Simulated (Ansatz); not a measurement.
Al₄H₅⁺, 9 atoms. Hardware: 4 threads of Arm Neoverse V1 on a shared host.

Correlated methods freeze 20 core orbitals.

How many basis functions does each of these Ansatz runs have, and roughly what does it cost? B3LYP-D4/def2-TZVP, charge 1 singlet, energy, from earlier orbitals; PBE-D4/def2-TZVP, charge 1 singlet, energy and forces, from earlier orbitals; CCSD(T)/def2-TZVPP, charge 1 singlet, energy, from earlier orbitals; r2SCAN-D4/def2-TZVP, charge 1 singlet, energy, from earlier orbitals; B3LYP-D4/def2-SVP, charge 1 singlet, relaxation, 41 steps; PBE-D4/def2-SVP, charge 1 singlet, energy, from earlier orbitals; MP2/def2-TZVP, charge 1 singlet, energy, from earlier orbitals; BLYP-D4/def2-TZVP, charge 1 singlet, energy, from earlier orbitals; r2SCANh-D4/def2-TZVP, charge 1 singlet, energy, from earlier orbitals; PBE0-D4/def2-SVP, charge 1 singlet, energy, from earlier orbitals; PBE0-D4/def2-TZVP, charge 1 singlet, energy, from earlier orbitals.

Other jobs shared the machine, so times can vary by a factor of up to 3. A dash marks memory too small to be measured apart from the calling script's.

```csv
run,functions,fitting or Cholesky vectors,wall time,peak host memory (GiB)
"PBE-D4/def2-SVP, charge 1 singlet, energy, from earlier orbitals",97,1062,0.9 s,–
"PBE0-D4/def2-SVP, charge 1 singlet, energy, from earlier orbitals",97,891,1.1 s,–
"MP2/def2-TZVP, charge 1 singlet, energy, from earlier orbitals",178,1161,1.5 s,–
"PBE-D4/def2-TZVP, charge 1 singlet, energy and forces, from earlier orbitals",178,1256,2.1 s,–
"PBE0-D4/def2-TZVP, charge 1 singlet, energy, from earlier orbitals",178,1336,2.1 s,–
"BLYP-D4/def2-TZVP, charge 1 singlet, energy, from earlier orbitals",178,1256,2.1 s,–
"B3LYP-D4/def2-TZVP, charge 1 singlet, energy, from earlier orbitals",178,1256,2.5 s,–
"r2SCAN-D4/def2-TZVP, charge 1 singlet, energy, from earlier orbitals",178,1256,3.7 s,–
"r2SCANh-D4/def2-TZVP, charge 1 singlet, energy, from earlier orbitals",178,1256,4 s,–
"CCSD(T)/def2-TZVPP, charge 1 singlet, energy, from earlier orbitals",238,1402,33 s,3.6
"B3LYP-D4/def2-SVP, charge 1 singlet, relaxation, 41 steps",97,966,39 s,–
```
